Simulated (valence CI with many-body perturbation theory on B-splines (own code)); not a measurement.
## Ru XXXIX: electric-dipole lines

Method: configuration interaction combined with many-body perturbation theory (CI+MBPT): four valence electrons over a frozen Dirac-Fock core [He], radial functions for each j: 11 s, 11 p, 9 d, 7 f, 5 g, 2 h, 1 i, with the one-electron correlation potential Σ1 (screened to all orders), the two-electron term Σ2, the three-electron term Σ3, Breit, model QED; selected single and double excitations, second order for the rest (own B-spline code, finite nucleus).

The last digits are not significant, and no measured levels were compared; by estimate large intervals hold to a few tenths of a per cent, small ones and those within an open d or f shell to about a per cent. Among the levels kept, up to 260 cm⁻¹ of a level comes from second order outside the variational space, and about a tenth of that is noise between levels of different J, which matters for small intervals.

Lines 101 to 150 of 234 in falling wavelength, among levels below 265.61 Ry, chosen from the strongest by gf and those to the six lowest levels. Wavelengths and rates use the calculated energies. Electric multipoles are in the length gauge, E1 and E2 with the static RPA response of the core. Weak lines are less certain than strong ones. Lines between different terms over intervals too small for the method are left out, as are lines whose strength nearly cancels. The highest levels of a list are the least certain.

Levels are named by their leading jj configuration (3d3/2^4 stands for four electrons in 3d with j = 3/2), which in mixed levels can hold well under half, so a name can repeat and another be missing. Letters in brackets count levels of one name in rising energy.

| λ vac (nm) | Upper | Lower | A (s⁻¹) | S (a.u.) |
| --- | --- | --- | --- | --- |
| 0.3969 | (2s 2p1/2 2p3/2 3d5/2) J=2 [b] | (2s 2p1/2 2p3/2^2) J=2 [b] | 1.88e+13 | 2.90e-03 |
| 0.3967 | (2s 2p1/2 2p3/2 3d5/2) J=1 [b] | (2s 2p1/2 2p3/2^2) J=1 [b] | 8.00e+13 | 7.40e-03 |
| 0.3967 | (2s 2p1/2 2p3/2 3d5/2) J=3 [b] | (2s 2p1/2 2p3/2^2) J=2 [b] | 6.68e+12 | 1.44e-03 |
| 0.3965 | (2s 2p1/2 2p3/2 3d5/2) J=1 [a] | (2s 2p1/2 2p3/2^2) J=0 | 7.56e+13 | 6.98e-03 |
| 0.3963 | (2s 2p1/2 2p3/2 3d5/2) J=0 | (2s 2p1/2 2p3/2^2) J=1 [b] | 1.38e+14 | 4.23e-03 |
| 0.3948 | (2s 2p1/2 2p3/2 3d3/2) J=2 [c] | (2s 2p1/2 2p3/2^2) J=1 [b] | 2.76e+13 | 4.20e-03 |
| 0.3948 | (2s 2p1/2 2p3/2 3s) J=2 [a] | (2s 2p1/2^2 2p3/2) J=2 | 9.10e+12 | 1.38e-03 |
| 0.3947 | (2s 2p1/2 2p3/2 3d5/2) J=1 [b] | (2s 2p1/2 2p3/2^2) J=1 [a] | 1.95e+13 | 1.78e-03 |
| 0.3947 | (2s 2p1/2^2 3d5/2) J=2 | (2s 2p1/2^2 2p3/2) J=1 | 1.35e+14 | 2.04e-02 |
| 0.3945 | (2s 2p1/2 2p3/2 3d3/2) J=1 [c] | (2s 2p1/2 2p3/2^2) J=1 [b] | 2.46e+13 | 2.23e-03 |
| 0.3941 | (2s 2p1/2 2p3/2 3d3/2) J=2 [c] | (2s 2p1/2 2p3/2^2) J=2 [b] | 5.12e+13 | 7.73e-03 |
| 0.3941 | (2s 2p1/2 2p3/2 3d5/2) J=3 [a] | (2s 2p1/2 2p3/2^2) J=3 | 6.78e+12 | 1.43e-03 |
| 0.3935 | (2s^2 2p3/2 3d3/2) J=1 | (2s^2 2p3/2^2) J=0 | 7.05e+12 | 6.36e-04 |
| 0.3935 | (2s 2p1/2 2p3/2 3d5/2) J=1 [b] | (2s 2p1/2 2p3/2^2) J=0 | 2.13e+13 | 1.92e-03 |
| 0.3931 | (2s^2 2p3/2 3p3/2) J=2 | (2s 2p1/2^2 2p3/2) J=2 | 5.58e+11 | 8.37e-05 |
| 0.3929 | (2s 2p3/2^2 3s) J=3 | (2s 2p1/2 2p3/2^2) J=3 | 2.10e+13 | 4.40e-03 |
| 0.3929 | (2s 2p1/2 2p3/2 3d3/2) J=2 [c] | (2s 2p1/2 2p3/2^2) J=1 [a] | 2.37e+13 | 3.55e-03 |
| 0.3928 | (2s 2p1/2 2p3/2 3d3/2) J=2 [b] | (2s 2p1/2 2p3/2^2) J=3 | 1.95e+13 | 2.91e-03 |
| 0.3927 | (2s 2p1/2 2p3/2 3d3/2) J=3 [b] | (2s 2p1/2 2p3/2^2) J=3 | 2.65e+13 | 5.54e-03 |
| 0.3926 | (2s 2p1/2 2p3/2 3s) J=1 [a] | (2s 2p1/2^2 2p3/2) J=2 | 2.28e+12 | 2.05e-04 |
| 0.3923 | (2s 2p1/2^2 3d3/2) J=1 | (2s 2p1/2^2 2p3/2) J=2 | 4.43e+12 | 3.96e-04 |
| 0.3921 | (2s^2 2p1/2 3d3/2) J=2 | (2s^2 2p1/2 2p3/2) J=2 | 2.80e+13 | 4.16e-03 |
| 0.3919 | (2s 2p1/2^2 3d3/2) J=2 | (2s 2p1/2^2 2p3/2) J=2 | 3.21e+13 | 4.77e-03 |
| 0.3916 | (2s 2p1/2 2p3/2 3s) J=3 | (2s 2p1/2^2 2p3/2) J=2 | 4.13e+13 | 8.57e-03 |
| 0.3914 | (2s 2p3/2^2 3s) J=2 | (2s 2p1/2 2p3/2^2) J=3 | 1.58e+13 | 2.34e-03 |
| 0.3910 | (2s 2p1/2 2p3/2 3d5/2) J=2 [a] | (2s 2p1/2 2p3/2^2) J=2 [a] | 8.86e+13 | 1.31e-02 |
| 0.3909 | (2s 2p1/2 2p3/2 3d5/2) J=2 [b] | (2s 2p1/2 2p3/2^2) J=3 | 1.10e+13 | 1.62e-03 |
| 0.3908 | (2s 2p1/2 2p3/2 3d5/2) J=3 [a] | (2s 2p1/2 2p3/2^2) J=2 [a] | 1.10e+14 | 2.26e-02 |
| 0.3908 | (2s^2 2p3/2 3d5/2) J=1 | (2s^2 2p3/2^2) J=0 | 1.84e+14 | 1.62e-02 |
| 0.3907 | (2s 2p1/2 2p3/2 3d5/2) J=3 [b] | (2s 2p1/2 2p3/2^2) J=3 | 6.60e+13 | 1.36e-02 |
| 0.3906 | (2s^2 2p3/2 3s) J=2 | (2s^2 2p1/2 2p3/2) J=2 | 1.43e+13 | 2.11e-03 |
| 0.3905 | (2s^2 2p1/2 3d3/2) J=2 | (2s^2 2p1/2 2p3/2) J=1 | 1.79e+12 | 2.64e-04 |
| 0.3905 | (2s^2 2p1/2 3s) J=1 | (2s^2 2p1/2^2) J=0 | 6.98e+12 | 6.15e-04 |
| 0.3903 | (2s^2 2p1/2 3d3/2) J=1 | (2s^2 2p1/2 2p3/2) J=2 | 4.04e+12 | 3.56e-04 |
| 0.3903 | (2s 2p1/2 2p3/2 3d5/2) J=4 [b] | (2s 2p1/2 2p3/2^2) J=3 | 1.99e+14 | 5.26e-02 |
| 0.3902 | (2s^2 2p3/2 3d3/2) J=3 | (2s^2 2p3/2^2) J=2 | 6.21e+12 | 1.27e-03 |
| 0.3901 | (2s 2p1/2 2p3/2 3p1/2) J=2 [a] | (2s^2 2p3/2^2) J=2 | 6.60e+11 | 9.67e-05 |
| 0.3899 | (2s 2p1/2^2 3d5/2) J=3 | (2s 2p1/2^2 2p3/2) J=2 | 1.01e+14 | 2.07e-02 |
| 0.3897 | (2s^2 2p3/2 3s) J=1 | (2s^2 2p1/2 2p3/2) J=2 | 4.63e+12 | 4.06e-04 |
| 0.3897 | (2s^2 2p3/2 3d3/2) J=1 | (2s^2 2p3/2^2) J=2 | 3.23e+13 | 2.83e-03 |
| 0.3897 | (2s 2p1/2 2p3/2 3s) J=2 [b] | (2s 2p1/2^2 2p3/2) J=2 | 1.90e+12 | 2.77e-04 |
| 0.3895 | (2s^2 2p1/2 3d5/2) J=3 | (2s^2 2p1/2 2p3/2) J=2 | 1.45e+14 | 2.95e-02 |
| 0.3895 | (2s 2p1/2 2p3/2 3d3/2) J=3 [b] | (2s 2p1/2 2p3/2^2) J=2 [a] | 7.91e+13 | 1.61e-02 |
| 0.3894 | (2s^2 2p1/2 3d5/2) J=2 | (2s^2 2p1/2 2p3/2) J=2 | 7.92e+12 | 1.15e-03 |
| 0.3890 | (2s 2p1/2 2p3/2 3p3/2) J=1 [a] | (2s^2 2p3/2^2) J=0 | 5.78e+11 | 5.04e-05 |
| 0.3890 | (2s^2 2p3/2 3s) J=2 | (2s^2 2p1/2 2p3/2) J=1 | 5.75e+13 | 8.35e-03 |
| 0.3889 | (2s 2p1/2 2p3/2 3d3/2) J=3 [c] | (2s 2p1/2 2p3/2^2) J=3 | 1.08e+13 | 2.20e-03 |
| 0.3889 | (2s^2 2p3/2 3d5/2) J=2 | (2s^2 2p3/2^2) J=2 | 1.35e+14 | 1.96e-02 |
| 0.3888 | (2s^2 2p1/2 3d3/2) J=1 | (2s^2 2p1/2 2p3/2) J=1 | 2.44e+13 | 2.12e-03 |
| 0.3885 | (2s 2p1/2^2 3d5/2) J=2 | (2s 2p1/2^2 2p3/2) J=2 | 1.90e+12 | 2.75e-04 |
